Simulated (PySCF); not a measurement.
CH₈O₃Si₂, SMILES C[Si](O)(O)[SiH2]O. Atoms are numbered in the order given.

```xyz
14

C      2.2237     0.4598     0.8257
Si     0.5701    -0.2928     0.3759
O     -0.4399    -0.0781     1.6942
O      0.7430    -1.9019    -0.0639
Si    -0.6960     0.6842    -1.3338
O     -2.1814     0.6486    -0.5125
H      2.1219     1.5396     1.0200
H      2.9639     0.3162     0.0223
H      2.6211    -0.0063     1.7439
H     -1.3649     0.0326     1.4071
H      1.1589    -2.4780     0.5945
H     -0.7749    -0.0611    -2.6247
H     -0.3147     2.0906    -1.6739
H     -2.9639     0.9781    -0.9762
```

Coordinates come from a TPSSh-D3(BJ)/def2-SVP optimisation. The structure was generated by enumeration, and PubChem lists no compound with its InChIKey, so it may never have been made. One conformer was computed; it need not be the lowest.

These are PBE/def2-TZVP run with PySCF values and carry that method's errors.

ESP charges are fitted to the potential on shells at 1.4 to 2.0 van der Waals radii. Atomic charges (e):

| atom | IAO | Löwdin | Mulliken | ESP fit |
|---|---|---|---|---|
| C1 | -0.76 | -0.45 | -0.48 | -0.85 |
| Si2 | 1.17 | -0.11 | 0.49 | 0.92 |
| O3 | -0.78 | -0.10 | -0.47 | -0.68 |
| O4 | -0.78 | -0.11 | -0.48 | -0.74 |
| Si5 | 0.61 | 0.07 | 0.20 | 0.23 |
| O6 | -0.78 | -0.16 | -0.53 | -0.69 |
| H7 | 0.17 | 0.14 | 0.14 | 0.21 |
| H8 | 0.16 | 0.13 | 0.14 | 0.19 |
| H9 | 0.16 | 0.14 | 0.13 | 0.23 |
| H10 | 0.36 | 0.18 | 0.33 | 0.42 |
| H11 | 0.36 | 0.17 | 0.30 | 0.44 |
| H12 | -0.12 | -0.04 | -0.04 | -0.05 |
| H13 | -0.13 | -0.04 | -0.04 | -0.08 |
| H14 | 0.36 | 0.17 | 0.31 | 0.46 |

Computed Mayer and Wiberg (Löwdin basis) orders of the bonds:
| bond | Mayer | Wiberg |
|---|---|---|
| C1–Si2 | 0.97 | 1.20 |
| Si2–O3 | 1.25 | 1.65 |
| Si2–O4 | 1.25 | 1.65 |
| Si2–Si5 | 0.90 | 0.98 |
| Si5–O6 | 1.13 | 1.63 |
| C1–H7 | 0.94 | 0.90 |
| C1–H8 | 0.95 | 0.90 |
| C1–H9 | 0.94 | 0.89 |
| O3–H10 | 0.86 | 0.99 |
| O4–H11 | 0.88 | 1.02 |
| Si5–H12 | 0.91 | 0.94 |
| Si5–H13 | 0.91 | 0.94 |
| O6–H14 | 0.88 | 1.03 |
